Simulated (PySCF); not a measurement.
# NbF: one state, many levels of theory

State: ⁵Π (quintet), unpaired electrons σ ↑, π ↑, δ ↑↑. Set-up: Nb def2-TZVPP with ECP28, F def2-TZVPP; scalar-relativistic core potentials (PySCF 2.14). De refers to Nb (4d4 5s1) + F in their high-spin ground configurations, without counterpoise correction. The functionals are run spin-unrestricted. A positive dipole means Nb(−)F(+).

| Level | Re (Å) | ωe (cm⁻¹) | De (eV) | μ (D) | CPU s a point (SCF and correlation, without the integrals) |
| --- | --- | --- | --- | --- | --- |
| UHF-MP2 | 1.871 | 672 | n/a | n/a | 2.1 |
| UHF-SCS-MP2 | 1.884 | 655 | n/a | n/a | n/a |
| LDA | 1.847 | 693 | 7.06 | -2.22 | 0.59 |
| PBE | 1.877 | 650 | 6.19 | -2.41 | 0.95 |
| revPBE | 1.886 | 637 | 5.92 | -2.46 | 0.6 |
| BP86 | 1.878 | 651 | 6.19 | -2.41 | 0.61 |
| r²SCAN | 1.876 | 657 | 5.93 | -2.66 | 1.2 |
| PBE0 | 1.872 | 661 | 5.77 | -2.75 | 2.9 |
| M06-2X | 1.879 | 656 | 6.05 | -3.04 | 2.2 |
| ωB97X-V | 1.881 | 651 | 6.11 | -2.70 | 12 |

(1) What does a quarter of exact exchange do here, going from PBE to PBE0?

(2) What does the step from GGA to meta-GGA do here, going from PBE to r²SCAN?

(3) What does the gradient correction do here, going from LDA to PBE?

Correlated steps freeze 1 core orbital. The metal atom is held in its measured ground configuration; semilocal functionals can put another filling of s and d lower by some tenths of an eV, and De to that atom would be smaller. These are scalar-relativistic numbers at best; spin–orbit coupling would shift them, the dissociation energy most. Counting both spins, an empty level lies below a filled one in some of these solutions, because spin and occupation are held. The state is the lowest single determinant that the PBE0 search found; with open d or f shells the true ground state can be another one.

The whole job (state search and all levels along the bond) took about 6.9 min on 1 thread of Intel Xeon 6975P-C (shared host), peak memory 2.5 GiB.

## Answers

(1) PBE0 less PBE: -0.5 pm in Re, +1.7 % in ωe, -0.42 eV in De. Exact exchange removes part of the self-interaction that spreads semilocal densities, and in most molecules shortens and stiffens the bond and lowers De; so it does here.

(2) r²SCAN less PBE: -0.1 pm in Re, +1.1 % in ωe, -0.26 eV in De. 

(3) PBE less LDA: +3.0 pm in Re, -6.2 % in ωe, -0.87 eV in De. The gradient correction favours the more uneven density of free atoms, so it tends to lengthen bonds and takes away much of the overbinding of LDA; so it does here.
